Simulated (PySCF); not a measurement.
B(F)2(OSiH3), H3BF2OSi, SMILES FB(F)O[SiH3], singlet, B3LYP/def2-SVP optimised geometry.

```
8

B     -1.39    -0.68     0.00
F     -2.06    -1.82     0.00
F     -2.10     0.45     0.00
O     -0.05    -0.68     0.00
Si     1.21     0.44    -0.01
H      0.67     1.82    -0.16
H      2.10     0.10    -1.14
H      1.94     0.31     1.28
```

Density from PySCF with B3LYP/def2-TZVP at that geometry.

Minimum of the electron density along straight lines between bonded atoms, close to the bond critical point (lines longer than 1.1 times the sum of covalent radii, or with two minima, are not listed):

```csv
bond,length / Å,ρ at the minimum / e bohr⁻³,∇²ρ there / e bohr⁻⁵,position (fraction from the first atom)
B1–F2,1.323,0.208,1.17,0.34
B1–F3,1.329,0.205,1.13,0.34
B1–O4,1.341,0.219,0.95,0.34
O4–Si5,1.682,0.123,0.72,0.59
Si5–H6,1.488,0.124,0.13,0.49
Si5–H7,1.485,0.125,0.13,0.49
Si5–H8,1.486,0.124,0.13,0.49
```
